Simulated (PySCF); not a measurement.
All values below come from TPSSh-D3(BJ)/def2-TZVP // PBE0-D3(BJ)/def2-SVP in PySCF. Isolated molecules, 0 K electronic values unless said otherwise. One relaxed conformer stands for a flexible species; it need not be the lowest. Delta-SCF ions had no search for a lower state. Excitations are Tamm–Dancoff values on a coarser integration grid. The basis has no diffuse functions, so Rydberg states are missing or too high.

Reference species (SMILES): `[CH3][GeH2][GeH2][GeH2][CH3]` (C–Ge–Ge–Ge torsion 180°, Ge–Ge–Ge–C torsion 180°) (neutral, multiplicity 1).

```json
{
 "vertical ionisation energy (Delta-SCF)": "8.90 eV",
 "HOMO": "-6.84 eV",
 "brightest of the four lowest singlets (TDA)": "6.67 eV"
}
```

After one change: the vertical ionisation energy (Delta-SCF) increases by 1.54 eV; the HOMO decreases by 1.00 eV; the brightest of the four lowest singlets (TDA) increases by 1.97 eV.

Q: What was changed between the two runs? The new species is one of these.
A. `[CH3][GeH2][CH3]`
B. `[CH3][GeH2][GeH2][GeH2][GeH2][GeH2][CH3]`
C. `[CH3][GeH2][GeH2][GeH2][GeH2][CH3]`
D. `[CH3][GeH2][GeH2][GeH2][GeH2][GeH2][GeH2][CH3]`

A: A, `[CH3][GeH2][CH3]`
